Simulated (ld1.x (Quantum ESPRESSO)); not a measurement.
**Mg: excitation energies, all-electron against RRKJ**

Mg, norm-conserving RRKJ (Kleinman–Bylander form), made with ld1.x (Quantum ESPRESSO) 7.5 (PBEsol, scalar-relativistic). Core [He] 2s2, reference 2p6 3s2 3p0. Waves: 3s (bound): rc 2.30 bohr; 3d channel at 0.25 Ry: rc 2.30 bohr; 2p (bound): rc 0.70 bohr. Local part: the p channel. Core correction: Bessel-smoothed model core inside 0.55 bohr. rho0 = 0.005.

Energies are relative to the spin-unpolarised reference configuration 2p6 3s2 3p0; without spin polarisation the order of configurations can differ from experiment. The frozen-core shift is the all-electron ΔE with the core orbitals held at their reference shape minus the fully relaxed ΔE.

(1) Give the all-electron excitation energy and the error of the potential for: 2p6 3s1 3p0; 2p6 3s0 3p0; 2p6 3s1.5 3p0; 2p5 3s2 3p0; 2p6 3s0 3p1; 2p6 3s1 3p1; 2p6 3s0 3p2.

Levels in the configuration 2p6 3s0 3p1:

| level | all-electron (eV) | pseudo (eV) |
| --- | --- | --- |
| 2p | -57.419 | -57.090 |
| 3p | -7.745 | -7.733 |

Note: ghost state, extra bound levels that the all-electron valence spectrum of the same l lacks: s at -266.7 eV. A true bound ghost makes a file unfit for plane-wave use.

Results:

(1)

```tsv
valence configuration	charge	ΔE all-electron (eV)	error AE − PS (meV)	frozen-core shift (meV)
2p6 3s1 3p0	+1	7.920	+3.5	+0.4
2p6 3s0 3p0	+2	22.737	+8.3	+4.3
2p6 3s1.5 3p0	+0.5	3.129	+0.7	+0.1
2p5 3s2 3p0	+1	58.455	-488	+358
2p6 3s0 3p1	+1	12.230	-10	+1.5
2p6 3s1 3p1	0	3.474	-6.0	+0.2
2p6 3s0 3p2	0	7.126	-17	+0.9
```
